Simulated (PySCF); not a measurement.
**Checking a proposed structure**

A compound C₈H₁₁NSi gives the data below (simulated from a calculation) and was assigned the structure `C=C1C[C@](C#N)(C(=C)C)[SiH2]1`.

¹³C{¹H} NMR (computed): δ 159.2 (C), 153.0 (CH), 148.4 (CH), 102.1 (C), 93.4 (C), 53.3 (CH3), 36.0 (CH), 19.5 (CH3).

¹H NMR (400 MHz, computed): δ 8.00 (s, 1H), 6.72 (m, 1H), 4.87 (m, 1H), 4.53 (m, 1H), 3.90 (s, 3H), 2.49 (m, 1H), 1.41 (d, 3H).

Calculated, not measured (PySCF 2.14): GFN2-xTB geometry, NMR shieldings at PBE0/pcSseg-1/GIAO. No relativistic terms, one averaged value for each set of equivalent atoms, one computed conformer, no solvent model.

References, each an isolated molecule treated in the same way: TMS for ¹H (31.72 ppm), ¹³C (186.93 ppm).

Task: Compare with the shifts computed for the proposed structure, pairing carbons in order of shift.

Result: Atom-mapped SMILES (the numbers label the heavy atoms): `[CH2:1]=[C:2]1[CH2:3][C@:4]([C:5]#[N:6])([C:7](=[CH2:8])[CH3:9])[SiH2:10]1`. Hydrogens are named by the atom that carries them.

| atom | computed for proposal | given list | difference |
| --- | --- | --- | --- |
| C7 | 151.3 | 159.2 | -7.9 |
| C2 | 150.2 | 153.0 | -2.8 |
| C1 | 138.9 | 148.4 | -9.5 |
| C5 | 128.4 | 102.1 | +26.3 |
| C8 | 116.3 | 93.4 | +22.9 |
| C3 | 45.5 | 53.3 | -7.8 |
| C4 | 30.4 | 36.0 | -5.6 |
| C9 | 25.7 | 19.5 | +6.2 |

The rms difference is 13.8 ppm and the largest +26.3 ppm at C5 (nitrile carbon). The carbon types in order of shift don't match either: C, C, CH2, C, CH2, CH2, C, CH3 for the proposal against C, CH, CH, C, C, CH3, CH, CH3 in the data. The proposal doesn't fit.

Task: Which isomer fits?

Result: SMILES C/N=C/C#CC1=C[SiH2][C@H]1C.

Carbon types of the structure: 3 × C, 3 × CH, 2 × CH3, leaving 2 H on heteroatoms. δC 159.2: fully substituted alkene carbon; the olefinic region. δC 153.0: alkene CH; an sp2 carbon of a C=C bond. δC 148.4: C=N carbon. δC 102.1, 93.4: alkyne carbon; sp carbons lie upfield of alkene carbons because the cylindrical π system leaves one tensor component strongly shielded.

Other isomers checked: c1cc([C@H]2CC[SiH2]2)ccn1 (rms 16.1 ppm).

The shifts were computed for this structure.

Shifts are as computed. Against solution values, carbons near 30 ppm lie about +3 ppm off and those near 130 ppm about +5 ppm. Of 1211 compounds with measured shifts, 218 miss one by over three times the rms of a fit or turn the order of signals round; such compounds aren't used in these exercises. Multiplicities follow the n + 1 count of equivalent neighbours, as no J values were calculated; m marks all less simple cases, F and P coupling included.
